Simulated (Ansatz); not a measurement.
```yaml
crystal:
  periodic: [false, false, false]
  atoms:
    - {symbol: C, position_ang: [-5.794392, -0.569600, 0.599201]}
    - {symbol: C, position_ang: [-4.870743, 0.076869, -0.134080]}
    - {symbol: C, position_ang: [-3.916384, -0.577008, -1.095066]}
    - {symbol: C, position_ang: [-2.432207, -0.480778, -0.685230]}
    - {symbol: C, position_ang: [-1.867861, 0.944620, -0.655685]}
    - {symbol: C, position_ang: [-0.395351, 1.035141, -0.231259]}
    - {symbol: C, position_ang: [0.596626, 0.400048, -1.213994]}
    - {symbol: C, position_ang: [2.072277, 0.573154, -0.829875]}
    - {symbol: C, position_ang: [2.490327, -0.150222, 0.455369]}
    - {symbol: C, position_ang: [3.981953, -0.009783, 0.771618]}
    - {symbol: C, position_ang: [4.420767, -0.748511, 2.035144]}
    - {symbol: S, position_ang: [6.180999, -0.485646, 2.509976]}
    - {symbol: Cu, position_ang: [7.097801, -0.805947, 0.625218]}
    - {symbol: H, position_ang: [-6.459264, -0.034989, 1.295535]}
    - {symbol: H, position_ang: [-5.921557, -1.663500, 0.525980]}
    - {symbol: H, position_ang: [-4.787825, 1.174342, -0.024544]}
    - {symbol: H, position_ang: [-4.194533, -1.645900, -1.212581]}
    - {symbol: H, position_ang: [-4.033269, -0.109730, -2.100432]}
    - {symbol: H, position_ang: [-2.303138, -0.947769, 0.316848]}
    - {symbol: H, position_ang: [-1.839320, -1.101119, -1.391256]}
    - {symbol: H, position_ang: [-1.991789, 1.408250, -1.661656]}
    - {symbol: H, position_ang: [-2.473391, 1.565322, 0.039154]}
    - {symbol: H, position_ang: [-0.283948, 0.569525, 0.773208]}
    - {symbol: H, position_ang: [-0.123101, 2.105764, -0.097085]}
    - {symbol: H, position_ang: [0.380104, -0.686044, -1.323765]}
    - {symbol: H, position_ang: [0.430374, 0.842917, -2.221409]}
    - {symbol: H, position_ang: [2.303408, 1.658255, -0.729458]}
    - {symbol: H, position_ang: [2.708938, 0.208119, -1.666287]}
    - {symbol: H, position_ang: [2.227279, -1.229553, 0.370899]}
    - {symbol: H, position_ang: [1.902435, 0.235543, 1.317252]}
    - {symbol: H, position_ang: [4.258962, 1.062635, 0.867971]}
    - {symbol: H, position_ang: [4.589041, -0.396904, -0.084185]}
    - {symbol: H, position_ang: [3.836862, -0.382199, 2.908681]}
    - {symbol: H, position_ang: [4.209920, -1.835296, 1.945784]}
basis:
  gaussian: {orbitals: def2-TZVP}
magnetization: {spin_polarized: true, initial_magnetization: 2}
hamiltonian: {xc: pbe0, dispersion: d4}
scf: {omitted_lower_state_checks: [starts]}
output: {orbitals: {seedname: orbitals}}
```

```sh
$ ansatz run in.yaml --threads 4 --pin off --events-out ev --progress --plain --max-ram 6963MiB
```

Task: Does this run fit into the memory that it is given?

Result: No. It has 549 basis functions, and Ansatz plans for 10 GiB where 7 GiB are given.
